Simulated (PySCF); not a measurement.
C5H7F. Atoms are numbered in the order given.

```xyz
13

C     -2.2338     0.1342     0.1992
C     -0.8310    -0.1378     0.7250
C      0.0589    -1.0672    -0.1026
C      0.9475    -0.0894    -0.3106
F      2.1043    -0.0277    -0.9586
C      0.2425     0.9880     0.4597
H     -2.7293     0.9322     0.7762
H     -2.8625    -0.7687     0.2667
H     -2.2020     0.4424    -0.8588
H     -0.8685    -0.4149     1.7934
H     -0.0200    -2.1142    -0.3962
H      0.7654     1.3645     1.3541
H     -0.1265     1.8414    -0.1324
```

Geometry optimised at B3LYP-D3(BJ)/def2-SVP.

Level of theory: B3LYP/pcSseg-1 (PySCF).

GIAO shieldings, no solvent; atoms listed in one row are averaged. δ = σ(ref) − σ: ¹³C against TMS (σ = 181.3 ppm); ¹⁹F against CFCl3 (σ = 161.7 ppm); ¹H against TMS (σ = 31.68 ppm), references at their B3LYP-D3(BJ)/def2-TZVP geometries, non-relativistic.

Computed chemical shifts:
```tsv
nucleus	atoms	count	δ (ppm)
¹³C	C4	1	165.9
¹³C	C3	1	118.4
¹³C	C6	1	45.8
¹³C	C2	1	33.1
¹³C	C1	1	24.6
¹⁹F	F5	1	-87.1
¹H	H11	1	5.25
¹H	H12	1	3.19
¹H	H10	1	2.69
¹H	H13	1	2.43
¹H	H7, H8, H9	3	1.47
```
